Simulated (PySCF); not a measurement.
## How methods differ on the ionisation energy of Cl²⁺

Cl²⁺ [Ne] 3s2 3p3 (4S) → Cl³⁺ [Ne] 3s2 3p2 (3P), as a difference of total energies. Calculation: PySCF 2.14, in dyall-acv3z; scalar relativity by spin-free X2C-1e. Correlated levels: valence: [Ne] frozen; valence and next inner shell: 1s2 frozen; virtual orbitals above 40 to 60 times the deepest correlated orbital energy dropped. The calculations carry no spin-orbit coupling.

| method | ionisation energy (eV) |
| --- | --- |
| UHF | 38.956 |
| LDA | 39.662 |
| PBE | 39.571 |
| PBE0 | 39.653 |
| HSE06 | 39.637 |
| PBEsol | 39.547 |
| BHandHLYP | 39.434 |
| MP2 (valence) | 39.623 |
| SCS-MP2 (valence) | 39.421 |
| MP2 (valence and next inner shell) | 39.683 |

Problem. Estimate what SCS-MP2 (valence and next inner shell) gives.

Solution. 39.475 eV, closest to BHandHLYP among the rows shown.

Problem. Estimate what r2SCAN gives.

Solution. 39.831 eV, closest to MP2 (valence and next inner shell) among the rows shown.

A first-order spin-orbit estimate (lowest level to lowest level, LS coupling) adds -0.101 eV.

Errors of the correlated levels include the incompleteness of this basis and the frozen core.

For comparison: 39.8 ± 0.11 eV (semi-empirical (NIST evaluation); NIST Atomic Spectra Database, ionization energies).
